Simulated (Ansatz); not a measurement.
Ansatz (a program for electronic structure) input (HF/6-31G*):

Ansatz 0.2 input:
```yaml
crystal:
  periodic: [false, false, false]
  atoms:
    - {symbol: C, position_ang: [-0.05738686, 1.56703061, 0.20639434]}
    - {symbol: C, position_ang: [-0.39963161, 0.08315838, 0.26052332]}
    - {symbol: C, position_ang: [-1.71074011, -0.23837710, -0.43687640]}
    - {symbol: O, position_ang: [0.59842160, -0.68393497, -0.38075803]}
    - {symbol: C, position_ang: [1.75736605, -0.86453012, 0.28835546]}
    - {symbol: H, position_ang: [0.88797694, 1.76706553, 0.69822851]}
    - {symbol: H, position_ang: [-0.82656535, 2.15447187, 0.69826324]}
    - {symbol: H, position_ang: [0.02101583, 1.89522665, -0.82487604]}
    - {symbol: H, position_ang: [-0.46133119, -0.23320832, 1.30039535]}
    - {symbol: H, position_ang: [-1.65866422, 0.04326708, -1.48316844]}
    - {symbol: H, position_ang: [-1.91876641, -1.30060284, -0.38080577]}
    - {symbol: H, position_ang: [-2.53196935, 0.30038877, 0.02467260]}
    - {symbol: H, position_ang: [2.46765696, -1.45732816, -0.25661692]}
    - {symbol: H, position_ang: [1.69562910, -0.98149149, 1.35959133]}
basis:
  gaussian:
    orbitals: 6-31G*
hamiltonian:
  xc: {name: HF}
magnetization: {spin_polarized: true, initial_magnetization: 1}
phonons: {temperatures: {t_min: 298.15, t_max: 298.15, t_step: 100}}
```

Output:

```
Functional definition: HF
integrals: 0.04 GiB planned
1103 factors; integrals over basis functions are off by at most 4.1e-4 eV
mean field: 0.44 GiB planned
mean field evaluation 1: about -6297.0331 eV, gradient 2.2e1 eV
mean field evaluation 2: about -6297.1249 eV, gradient 2.2e1 eV
mean field evaluation 4: about -6299.7921 eV, gradient 3.3e0 eV
mean field evaluation 8: about -6299.8630 eV, gradient 1.9e-1 eV
mean field -6299.86385694 eV, -231.5157265414 hartree, gradient 1.9e-5 eV, S^2 0.759169; 0 other end points of the search recorded, 0 dependent functions left out
the calculation of the forces begins
reference -6299.86385694 eV, -231.5157265414 hartree; 21, 20 occupied and 72, 73 virtual orbitals, 1103 factors
these checks for a lower state are left out or cut short: stability, starts, cluster_reference, orbital_swaps, neighbouring_geometries, increment
integrals: 0.04 GiB planned
1103 factors; integrals over basis functions are off by at most 4.1e-4 eV
mean field: 0.44 GiB planned
mean field evaluation 16: about -6299.8636 eV, gradient 9.6e-2 eV
mean field -6299.86365590 eV, -231.5157191533 hartree, gradient 2.5e-6 eV, S^2 0.759170; 0 other end points of the search recorded, 0 dependent functions left out
the calculation of the forces begins
reference -6299.86365590 eV, -231.5157191533 hartree; 21, 20 occupied and 72, 73 virtual orbitals, 1103 factors
these checks for a lower state are left out or cut short: stability, starts, cluster_reference, orbital_swaps, neighbouring_geometries, increment
integrals: 0.04 GiB planned
1103 factors; integrals over basis functions are off by at most 4.1e-4 eV
mean field: 0.44 GiB planned
mean field -6299.86365737 eV, -231.5157192075 hartree, gradient 2.3e-6 eV, S^2 0.759169; 0 other end points of the search recorded, 0 dependent functions left out
the calculation of the forces begins
reference -6299.86365737 eV, -231.5157192075 hartree; 21, 20 occupied and 72, 73 virtual orbitals, 1103 factors
these checks for a lower state are left out or cut short: stability, starts, cluster_reference, orbital_swaps, neighbouring_geometries, increment
integrals: 0.04 GiB planned
1103 factors; integrals over basis functions are off by at most 4.1e-4 eV
mean field: 0.44 GiB planned
mean field evaluation 32: about -6299.8637 eV, gradient 3.1e-6 eV
mean field -6299.86368968 eV, -231.5157203949 hartree, gradient 3.1e-6 eV, S^2 0.759169; 0 other end points of the search recorded, 0 dependent functions left out
the calculation of the forces begins
reference -6299.86368968 eV, -231.5157203949 hartree; 21, 20 occupied and 72, 73 virtual orbitals, 1103 factors
these checks for a lower state are left out or cut short: stability, starts, cluster_reference, orbital_swaps, neighbouring_geometries, increment
integrals: 0.04 GiB planned
1103 factors; integrals over basis functions are off by at most 4.1e-4 eV
mean field: 0.44 GiB planned
mean field -6299.86368400 eV, -231.5157201861 hartree, gradient 3.0e-6 eV, S^2 0.759169; 0 other end points of the search recorded, 0 dependent functions left out
the calculation of the forces begins
reference -6299.86368400 eV, -231.5157201861 hartree; 21, 20 occupied and 72, 73 virtual orbitals, 1103 factors
these checks for a lower state are left out or cut short: stability, starts, cluster_reference, orbital_swaps, neighbouring_geometries, increment
integrals: 0.04 GiB planned
1103 factors; integrals over basis functions are off by at most 4.1e-4 eV
mean field: 0.44 GiB planned
mean field -6299.86365833 eV, -231.5157192425 hartree, gradient 1.2e-6 eV, S^2 0.759168; 0 other end points of the search recorded, 0 dependent functions left out
the calculation of the forces begins
reference -6299.86365833 eV, -231.5157192425 hartree; 21, 20 occupied and 72, 73 virtual orbitals, 1103 factors
these checks for a lower state are left out or cut short: stability, starts, cluster_reference, orbital_swaps, neighbouring_geometries, increment
integrals: 0.04 GiB planned
1103 factors; integrals over basis functions are off by at most 4.1e-4 eV
mean field: 0.44 GiB planned
mean field -6299.86365608 eV, -231.5157191600 hartree, gradient 1.2e-6 eV, S^2 0.759170; 0 other end points of the search recorded, 0 dependent functions left out
the calculation of the forces begins
reference -6299.86365608 eV, -231.5157191600 hartree; 21, 20 occupied and 72, 73 virtual orbitals, 1103 factors
these checks for a lower state are left out or cut short: stability, starts, cluster_reference, orbital_swaps, neighbouring_geometries, increment
integrals: 0.04 GiB planned
1103 factors; integrals over basis functions are off by at most 4.1e-4 eV
mean field: 0.44 GiB planned
mean field -6299.86367859 eV, -231.5157199873 hartree, gradient 2.5e-6 eV, S^2 0.759166; 0 other end points of the search recorded, 0 dependent functions left out
[...]
mean field evaluation 448: about -6299.8638 eV, gradient 5.3e-2 eV
mean field -6299.86379503 eV, -231.5157242663 hartree, gradient 2.2e-6 eV, S^2 0.759194; 0 other end points of the search recorded, 0 dependent functions left out
the calculation of the forces begins
reference -6299.86379503 eV, -231.5157242663 hartree; 21, 20 occupied and 72, 73 virtual orbitals, 1103 factors
these checks for a lower state are left out or cut short: stability, starts, cluster_reference, orbital_swaps, neighbouring_geometries, increment
integrals: 0.04 GiB planned
1103 factors; integrals over basis functions are off by at most 4.1e-4 eV
mean field: 0.44 GiB planned
mean field -6299.86379448 eV, -231.5157242461 hartree, gradient 2.0e-6 eV, S^2 0.759145; 0 other end points of the search recorded, 0 dependent functions left out
the calculation of the forces begins
reference -6299.86379448 eV, -231.5157242461 hartree; 21, 20 occupied and 72, 73 virtual orbitals, 1103 factors
these checks for a lower state are left out or cut short: stability, starts, cluster_reference, orbital_swaps, neighbouring_geometries, increment
integrals: 0.04 GiB planned
1103 factors; integrals over basis functions are off by at most 4.1e-4 eV
mean field: 0.44 GiB planned
mean field -6299.86381821 eV, -231.5157251180 hartree, gradient 2.1e-6 eV, S^2 0.759171; 0 other end points of the search recorded, 0 dependent functions left out
the calculation of the forces begins
reference -6299.86381821 eV, -231.5157251180 hartree; 21, 20 occupied and 72, 73 virtual orbitals, 1103 factors
these checks for a lower state are left out or cut short: stability, starts, cluster_reference, orbital_swaps, neighbouring_geometries, increment
integrals: 0.04 GiB planned
1103 factors; integrals over basis functions are off by at most 4.1e-4 eV
mean field: 0.44 GiB planned
mean field -6299.86381866 eV, -231.5157251345 hartree, gradient 2.5e-6 eV, S^2 0.759167; 0 other end points of the search recorded, 0 dependent functions left out
the calculation of the forces begins
reference -6299.86381866 eV, -231.5157251345 hartree; 21, 20 occupied and 72, 73 virtual orbitals, 1103 factors
these checks for a lower state are left out or cut short: stability, starts, cluster_reference, orbital_swaps, neighbouring_geometries, increment
integrals: 0.04 GiB planned
1103 factors; integrals over basis functions are off by at most 4.1e-4 eV
mean field: 0.44 GiB planned
mean field -6299.86381061 eV, -231.5157248388 hartree, gradient 2.9e-6 eV, S^2 0.759155; 0 other end points of the search recorded, 0 dependent functions left out
the calculation of the forces begins
reference -6299.86381061 eV, -231.5157248388 hartree; 21, 20 occupied and 72, 73 virtual orbitals, 1103 factors
these checks for a lower state are left out or cut short: stability, starts, cluster_reference, orbital_swaps, neighbouring_geometries, increment
integrals: 0.04 GiB planned
1103 factors; integrals over basis functions are off by at most 4.1e-4 eV
mean field: 0.44 GiB planned
mean field evaluation 480: about -6299.8638 eV, gradient 8.2e-5 eV
mean field -6299.86380995 eV, -231.5157248147 hartree, gradient 2.8e-6 eV, S^2 0.759184; 0 other end points of the search recorded, 0 dependent functions left out
the calculation of the forces begins
reference -6299.86380995 eV, -231.5157248147 hartree; 21, 20 occupied and 72, 73 virtual orbitals, 1103 factors
these checks for a lower state are left out or cut short: stability, starts, cluster_reference, orbital_swaps, neighbouring_geometries, increment
integrals: 0.04 GiB planned
1103 factors; integrals over basis functions are off by at most 4.1e-4 eV
mean field: 0.44 GiB planned
mean field -6299.86383704 eV, -231.5157258103 hartree, gradient 2.0e-6 eV, S^2 0.759175; 0 other end points of the search recorded, 0 dependent functions left out
the calculation of the forces begins
reference -6299.86383704 eV, -231.5157258103 hartree; 21, 20 occupied and 72, 73 virtual orbitals, 1103 factors
these checks for a lower state are left out or cut short: stability, starts, cluster_reference, orbital_swaps, neighbouring_geometries, increment
integrals: 0.04 GiB planned
1103 factors; integrals over basis functions are off by at most 4.1e-4 eV
mean field: 0.44 GiB planned
mean field -6299.86383791 eV, -231.5157258419 hartree, gradient 2.1e-6 eV, S^2 0.759163; 0 other end points of the search recorded, 0 dependent functions left out
the calculation of the forces begins
reference -6299.86383791 eV, -231.5157258419 hartree; 21, 20 occupied and 72, 73 virtual orbitals, 1103 factors
these checks for a lower state are left out or cut short: stability, starts, cluster_reference, orbital_swaps, neighbouring_geometries, increment
integrals: 0.04 GiB planned
1103 factors; integrals over basis functions are off by at most 4.1e-4 eV
mean field: 0.44 GiB planned
mean field -6299.86384949 eV, -231.5157262676 hartree, gradient 2.4e-6 eV, S^2 0.759185; 0 other end points of the search recorded, 0 dependent functions left out
the calculation of the forces begins
reference -6299.86384949 eV, -231.5157262676 hartree; 21, 20 occupied and 72, 73 virtual orbitals, 1103 factors
these checks for a lower state are left out or cut short: stability, starts, cluster_reference, orbital_swaps, neighbouring_geometries, increment
integrals: 0.04 GiB planned
1103 factors; integrals over basis functions are off by at most 4.1e-4 eV
mean field: 0.44 GiB planned
mean field -6299.86385097 eV, -231.5157263221 hartree, gradient 2.4e-6 eV, S^2 0.759153; 0 other end points of the search recorded, 0 dependent functions left out
the calculation of the forces begins
reference -6299.86385097 eV, -231.5157263221 hartree; 21, 20 occupied and 72, 73 virtual orbitals, 1103 factors
these checks for a lower state are left out or cut short: stability, starts, cluster_reference, orbital_swaps, neighbouring_geometries, increment
integrals: 0.04 GiB planned
1103 factors; integrals over basis functions are off by at most 4.1e-4 eV
mean field: 0.44 GiB planned
mean field evaluation 512: about -6299.8637 eV, gradient 2.5e-6 eV
mean field -6299.86374128 eV, -231.5157222911 hartree, gradient 2.5e-6 eV, S^2 0.759187; 0 other end points of the search recorded, 0 dependent functions left out
the calculation of the forces begins
reference -6299.86374128 eV, -231.5157222911 hartree; 21, 20 occupied and 72, 73 virtual orbitals, 1103 factors
these checks for a lower state are left out or cut short: stability, starts, cluster_reference, orbital_swaps, neighbouring_geometries, increment
integrals: 0.04 GiB planned
1103 factors; integrals over basis functions are off by at most 4.0e-4 eV
mean field: 0.44 GiB planned
mean field -6299.86374012 eV, -231.5157222484 hartree, gradient 2.5e-6 eV, S^2 0.759152; 0 other end points of the search recorded, 0 dependent functions left out
the calculation of the forces begins
reference -6299.86374012 eV, -231.5157222484 hartree; 21, 20 occupied and 72, 73 virtual orbitals, 1103 factors
Total energy: -6299.86385694 eV, -231.5157265414 hartree
Atom 0 at    -0.057387     1.567031     0.206394 Å, force    -0.000210     0.000955     0.000230 eV/Å
Atom 1 at    -0.399632     0.083158     0.260523 Å, force    -0.000348     0.000282    -0.000372 eV/Å
Atom 2 at    -1.710740    -0.238377    -0.436876 Å, force     0.000466     0.000645    -0.000527 eV/Å
Atom 3 at     0.598422    -0.683935    -0.380758 Å, force     0.000725    -0.000839     0.001539 eV/Å
Atom 4 at     1.757366    -0.864530     0.288355 Å, force    -0.000376     0.000355    -0.000896 eV/Å
Atom 5 at     0.887977     1.767066     0.698229 Å, force    -0.000108     0.000050    -0.000299 eV/Å
Atom 6 at    -0.826565     2.154472     0.698263 Å, force     0.000061    -0.000330    -0.000428 eV/Å
Atom 7 at     0.021016     1.895227    -0.824876 Å, force     0.000055     0.000193     0.000493 eV/Å
Atom 8 at    -0.461331    -0.233208     1.300395 Å, force     0.000557    -0.000516    -0.000270 eV/Å
Atom 9 at    -1.658664     0.043267    -1.483168 Å, force    -0.000323    -0.000082     0.000047 eV/Å
Atom 10 at    -1.918766    -1.300603    -0.380806 Å, force    -0.000056    -0.000459     0.000207 eV/Å
Atom 11 at    -2.531969     0.300389     0.024673 Å, force    -0.000334     0.000146     0.000129 eV/Å
Atom 12 at     2.467657    -1.457328    -0.256617 Å, force     0.000072    -0.000092     0.000134 eV/Å
Atom 13 at     1.695629    -0.981491     1.359591 Å, force    -0.000180    -0.000308     0.000011 eV/Å
Dipole moment:    -0.091664     0.078056     0.235935 e Å
Vibrations: 110.83 235.54 252.01 269.20 328.55 380.29 490.70 546.23 850.87 883.78 1015.32 1018.40 1031.72 1237.47 1248.56 1300.65 1340.33 1372.64 1506.46 1525.58 1563.13 1574.31 1620.36 1626.96 1631.94 1638.61 1655.13 3181.60 3206.79 3214.56 3270.84 3273.62 3279.95 3283.08 3288.50 3412.99 cm⁻¹, zero-point energy 3.574929 eV
```

The blocks after the first are displaced geometries, from whose forces the wavenumbers follow.
